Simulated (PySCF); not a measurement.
Computed IR spectrum (relative IR intensity) of a molecule ClH7OSi3. Geometry optimised at B3LYP-D3(BJ)/def2-SVP. Other conformers were not sampled. All values below come from B3LYP-D3(BJ)/def2-SVP run with PySCF. Frequencies are harmonic and unscaled.

Lines under 2 % of the strongest are left out, and lines within 2 cm⁻¹ are merged.

```json
[
 {"ν (cm⁻¹)": "353", "relative intensity": "3.4"},
 {"ν (cm⁻¹)": "531", "relative intensity": "12"},
 {"ν (cm⁻¹)": "730", "relative intensity": "5.3"},
 {"ν (cm⁻¹)": "738", "relative intensity": "2.8"},
 {"ν (cm⁻¹)": "744", "relative intensity": "5.2"},
 {"ν (cm⁻¹)": "785", "relative intensity": "100"},
 {"ν (cm⁻¹)": "892", "relative intensity": "12"},
 {"ν (cm⁻¹)": "950", "relative intensity": "19"},
 {"ν (cm⁻¹)": "953", "relative intensity": "40"},
 {"ν (cm⁻¹)": "962", "relative intensity": "18"},
 {"ν (cm⁻¹)": "1009", "relative intensity": "47"},
 {"ν (cm⁻¹)": "1098", "relative intensity": "54"},
 {"ν (cm⁻¹)": "2200", "relative intensity": "13"},
 {"ν (cm⁻¹)": "2217", "relative intensity": "28"},
 {"ν (cm⁻¹)": "2223", "relative intensity": "5.4"},
 {"ν (cm⁻¹)": "2231", "relative intensity": "24"},
 {"ν (cm⁻¹)": "2241", "relative intensity": "48"}
]
```

Identify the compound among the candidates.
A. O[Si@H]([SiH3])[SiH2]Cl
B. O[Si@@H](Cl)[SiH2][SiH3]
C. [SiH3]O[SiH2][SiH2]Cl
D. O[SiH2][SiH2][SiH2]Cl

C, [SiH3]O[SiH2][SiH2]Cl
